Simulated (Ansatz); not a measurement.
Cartesian coordinates in Å:
```
C -2.115 -0.008 -1.911
Ga -1.553 0.933 -0.304
Cl -2.572 2.545 0.665
Cl 0.696 1.595 -0.470
Ga 1.233 0.203 1.347
C 2.456 -1.205 0.798
Cl 1.434 1.495 3.040
Cl -0.980 -0.588 1.394
H -2.194 0.695 -2.741
H -3.089 -0.469 -1.745
H -1.389 -0.781 -2.162
H 3.442 -0.780 0.601
H 2.546 -1.946 1.593
H 2.086 -1.689 -0.105
```

Total charge 0; spin multiplicity 1.

**Question.** List the r2SCAN/def2-TZVPP orbital energies in eV (Ansatz 0.2.0). (Estimate.)

**Answer.** The calculation gave: Occupied: -10123.34, -10123.34, -2754.13, -2754.13, -2752.97, -2752.97, -1245.45, -1245.45, -1101.86, -1101.86, -1101.83, -1101.83, -1101.77, -1101.77, -273.37, -273.37, -255.51, -255.51, -254.35, -254.35, -194.00, -194.00, -193.98, -193.98, -193.90, -193.90, -192.88, -192.88, -192.75, -192.75, -192.74, -192.74, -149.12, -149.12, -101.97, -101.97, -101.91, -101.91, -101.74, -101.74, -22.44, -22.43, -21.98, -21.95, -21.61, -21.59, -21.59, -21.49, -21.48, -21.46, -21.44, -20.85, -20.31, -20.20, -18.31, -18.27, -12.33, -12.13, -10.97, -10.87, -10.75, -10.71, -10.10, -9.82, -9.63, -9.27, -9.25, -8.92, -8.49, -8.10, -7.94, -7.91, -7.78, -7.61. Lowest empty: -1.31, -1.17, -0.76, 0.50, 0.68, 0.83, 0.96, 1.54.
